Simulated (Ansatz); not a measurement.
The cluster CdCl2⁺, relaxed as a doublet with UKS r2SCAN-D4/def2-TZVP in Ansatz, starting from the GFN1-xTB geometry. Force threshold 0.02 eV/Å.

In the def2 sets Cd takes a core potential; there is no spin–orbit coupling. In the doublet, Cl2 and Cl3 lie 1.99 Å apart (atoms count from 1), so these atoms are partly bonded to each other. The relaxation made no stability test and no search for a lower SCF solution. Another isomer (doublet) lies 0.44 eV lower at PBE0-D4/def2-TZVP; other spin states weren't run for this one.

Start:

```xyz
3

Cd    0.671   -0.649    2.060
Cl   -0.135   -0.384   -0.366
Cl   -0.536    1.032   -1.694
```

(1) Estimate the energy that the relaxation releases and the steps that it takes.

(2) Does the start keep its bonding and symmetry?

(3) Predict the relaxed structure.

Answers

(1) 0.15 eV, in 7 steps; 11 s on 4 threads of Arm Neoverse V2 on a shared host. No frequencies were taken in this run, so the end may be a saddle point.

(2) By distances, no bond broke or formed. The bond that changes most is Cd1–Cl2, from 2.57 to 2.75 Å (atoms count from 1). Point group Cs at the start, Cs at the end, both within 0.05 Å.

(3) 
```xyz
3

Cd    0.641   -0.361    1.943
Cl   -0.236   -0.753   -0.631
Cl   -0.405    1.114   -1.312
```
Bond lengths: 1 × Cd–Cl 2.75 Å; 1 × Cl–Cl 1.99 Å.
